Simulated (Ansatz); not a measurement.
Si21OH32. Charge 0, multiplicity 1. Geometry PBE-D4/def2-SVP.

```xyz
54

Si    2.706   -2.006   -2.057
Si   -1.174   -3.825    1.615
Si   -0.883   -0.563    3.361
Si    4.020    1.087   -0.196
Si    1.879    1.834    2.554
O     1.561   -1.351    1.129
Si   -1.383   -1.352   -2.266
Si   -2.491   -0.803   -0.250
Si    0.541    1.224   -0.934
Si   -1.634    2.740    1.737
Si   -3.279    2.377   -2.082
Si    0.822   -2.947    0.760
Si    3.074   -1.061    0.068
Si    0.782   -1.279   -3.186
Si    1.364   -0.464    2.703
Si   -3.146   -2.809    0.789
Si   -2.215    0.460    1.716
Si    4.127    2.044    1.942
Si    2.570    2.128   -1.742
Si    0.531    2.765    0.860
Si   -4.261    0.379   -1.261
Si   -0.916    2.481   -2.347
H     3.915   -1.512   -2.819
H     2.794   -3.510   -2.004
H    -0.916   -5.099    0.825
H    -1.092   -4.189    3.072
H    -0.878    0.304    4.597
H    -1.346   -1.936    3.776
H     5.396    0.654   -0.668
H     1.593    2.270    3.976
H    -1.944   -2.738   -2.547
H    -2.109   -0.443   -3.244
H    -1.760    3.184    3.176
H    -2.622    3.518    0.910
H    -3.733    3.479   -1.156
H    -3.910    2.663   -3.427
H     1.959   -3.893    1.031
H     0.586   -2.858   -0.720
H     4.002   -1.951    0.869
H     0.654   -2.216   -4.378
H     1.047    0.089   -3.752
H     2.298   -1.243    3.596
H    -4.046   -2.551    1.971
H    -3.795   -3.832   -0.109
H    -3.616    0.313    2.276
H     5.057    1.279    2.851
H     4.552    3.489    1.893
H     2.828    3.619   -1.727
H     3.010    1.612   -3.094
H     1.012    4.189    0.666
H    -4.849   -0.441   -2.383
H    -5.357    0.682   -0.269
H    -0.689    2.041   -3.778
H    -0.634    3.971   -2.326
```

B3LYP takes the VWN-RPA correlation. Single mean-field runs in def2-SVP, def2-mTZVP are fitted with def2-universal-jkfit.

Q: Estimate the orbital energies around the gap (eV) in Ansatz with HF/STO-3G, HF/6-31G, r2SCAN-D4/def2-mTZVP, r2SCANh-D4/def2-SVP, B3LYP-D4/6-31G.

A: 
| orbital | HF/STO-3G | HF/6-31G | r2SCAN-D4/def2-mTZVP | r2SCANh-D4/def2-SVP | B3LYP-D4/6-31G |
| --- | --- | --- | --- | --- | --- |
| HOMO−9 | -7.90 | -10.58 | -7.37 | -7.73 | -7.91 |
| HOMO−8 | -7.76 | -10.45 | -7.34 | -7.70 | -7.89 |
| HOMO−7 | -7.47 | -10.27 | -7.16 | -7.51 | -7.70 |
| HOMO−6 | -7.21 | -10.03 | -7.03 | -7.38 | -7.57 |
| HOMO−5 | -7.04 | -9.83 | -6.92 | -7.26 | -7.40 |
| HOMO−4 | -6.66 | -9.57 | -6.72 | -7.06 | -7.21 |
| HOMO−3 | -6.47 | -9.36 | -6.62 | -6.96 | -7.10 |
| HOMO−2 | -5.57 | -8.95 | -6.27 | -6.57 | -6.64 |
| HOMO−1 | -5.23 | -8.51 | -5.97 | -6.27 | -6.35 |
| HOMO | -3.71 | -7.22 | -4.98 | -5.26 | -5.09 |
| LUMO | 5.86 | 0.77 | -3.27 | -2.92 | -2.44 |
| LUMO+1 | 7.13 | 1.76 | -2.02 | -1.75 | -1.19 |
| LUMO+2 | 8.10 | 1.95 | -1.91 | -1.64 | -1.08 |
| LUMO+3 | 8.41 | 2.10 | -1.76 | -1.48 | -0.89 |
| LUMO+4 | 8.66 | 2.22 | -1.71 | -1.44 | -0.74 |
| LUMO+5 | 8.79 | 2.26 | -1.66 | -1.38 | -0.73 |
